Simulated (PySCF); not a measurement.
The vertical singlet excitations below were computed for one of the candidates. Theory: TDDFT PBE0/def2-SVPD, vertical, gas phase, core orbitals frozen in the response in PySCF 2.14.0, density-fitted response routines. Geometries: GFN2-xTB, one conformer each.

```
state  λ (nm)       f
   S1   202.5   0.047
   S2   198.8  0.0034
   S3   190.1   0.022
   S4   186.0   0.047
   S5   184.3   0.011
   S6   182.8  0.0042
   S7   180.6  0.0028
   S8   177.0   0.082
```

Triplets computed (Tamm–Dancoff): 5.30, 5.58, 5.74 eV.

Question: Which structure fits? All have the formula C5H9OPSi.
A. `C#C[Si@@H](P)O/C=C/C`
B. `C#C[C@@H]1CCO[Si@H]1P`
C. `Cc1ccoc1[SiH2]P`
D. `P[SiH2]Cc1ccco1`

Answer: B. Its S1, at 6.12 eV, is the highest among the candidates; the nearest of the others has S1 at 5.56 eV. S1 is HOMO→LUMO (71%), HOMO-1→LUMO+1 (10%). Löwdin shares by element: HOMO carbon 48% or more, phosphorus 15%, silicon 9% (atoms not listed hold the other 28%); LUMO silicon 26%, phosphorus 24%, hydrogen 8% or more, carbon 7% or more (atoms not listed hold the other 35%). At the same level the other candidates give, for their lowest levels:
- `Cc1ccoc1[SiH2]P`: 223 nm (f 0.325); 211 nm (f 0.004); 205 nm (f 0.008); 201 nm (f 0.011); 198 nm (f 0.033); T1 3.77 eV; HOMO -6.57, LUMO -0.32 eV
- `C#C[Si@@H](P)O/C=C/C`: 241 nm (f 0.001); 221 nm (f 0.011); 216 nm (f 0.032); 202 nm (f 0.029); 199 nm (f 0.082); T1 4.30 eV; HOMO -6.73, LUMO -0.53 eV
- `P[SiH2]Cc1ccco1`: 224 nm (f 0.119); 217 nm (f 0.005); 205 nm (f 0.004); 202 nm (f 0.028); 199 nm (f 0.089); T1 3.84 eV; HOMO -6.34, LUMO -0.02 eV
